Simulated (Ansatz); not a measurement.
Consider the isomerisation: `B[SiH2]CS` → `CB([SiH3])S`.

Isolated molecules relaxed with PBE0-D4/def2-TZVP in Ansatz; ΔE leaves out vibrations. CCSD(T)/CBS is the MP2 limit (def2-TZVPP, def2-QZVPP) plus CCSD(T) − MP2 in def2-TZVPP, frozen cores. DFT in def2-TZVPP. HSE06 is defined as in plane-wave codes. Each species was taken in one conformer, which may not be the lowest.

```
             level  ΔE (kJ/mol)
          HSE06-D4       -186.1
SCS-MP2/def2-TZVPP       -174.6
```

Task: What does CCSD(T)/CBS give? (Estimate.)

Result: The calculation gave: -177.1 kJ/mol. The listed levels differ from it by -9.0, 2.5 kJ/mol.

Largest T1 diagnostic among the species: 0.014.

From BLYP to BHLYP (50 % exact exchange), in def2-TZVPP and without D4, ΔE moves by +6.3 kJ/mol. In def2-TZVPP, CCSD(T) changes the Hartree–Fock value by −18.5 kJ/mol (the triples alone add −4.1 kJ/mol) and MP2 by −21.7 kJ/mol. At CCSD(T), def2-SVP lies −24.8 kJ/mol from the extrapolated value and def2-TZVPP −2.2 kJ/mol.
